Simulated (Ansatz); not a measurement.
`CC[SiH2]S` + H₂ → `CC[SiH3]` + H₂S at 400 K and 1 bar (hydrogenolysis of the Si–S bond).

Isolated molecules relaxed with PBE0-D4/def2-TZVP in Ansatz; ΔE leaves out vibrations. CBS: MP2 limit from def2 TZ/QZ plus the TZ coupled-cluster correction, frozen cores. This one scheme is used for every species. Each species was taken in one conformer, which may not be the lowest.

```csv
species,CCSD(T)/CBS energy (Eh),H − E (kJ/mol),S (J/(mol·K))
`CC[SiH2]S`,-767.80899,275.0,380.0
H₂,-1.17544,38.0,139.0
`CC[SiH3]`,-369.99568,262.4,326.3
H₂S,-398.97279,53.4,215.9
```

H − E and S are ideal-gas, rigid-rotor, harmonic terms from PBE0-D4/def2-TZVP, for one conformer and one mirror image of each species. The MP2-based limit puts H₂ 0.8 mEh under its directly extrapolated value; such offsets cancel only in part. 1 Eh = 2625.50 kJ/mol, R = 8.31446 J/(mol·K).

Task: By hand: ΔE, ΔH, ΔS and ΔG.

Result: ΔE = (-369.99568) + (-398.97279) − (-767.80899) − (-1.17544) = 0.01596 Eh = 41.9 kJ/mol. Δ(H − E) = 262.4 + 53.4 − 275.0 − 38.0 = 2.8, so ΔH = 44.7 kJ/mol. ΔS = 326.3 + 215.9 − 380.0 − 139.0 = 23.2 J/(mol·K). ΔG = 44.7 − 400 × (23.2)/1000 = 35.4 kJ/mol.

Task: By hand: the equilibrium constant, and the temperature at which ΔG would vanish if ΔH and ΔS stayed fixed.

Result: log₁₀ K = −ΔG/(RT ln 10) = -4.6. ΔG = 0 at ΔH/ΔS = 1927 K.

ΔH outweighs TΔS. A doubt of 5 kJ/mol in ΔE shifts log₁₀ K by 0.7 here. Other conformers and mirror images would add mixing entropy, several J/(mol·K) or more a flexible species. These are equilibria of isolated gas molecules and say nothing of rates. Largest T1 diagnostic: 0.010 (customary marks: 0.02 for closed shells, 0.045 for open ones).
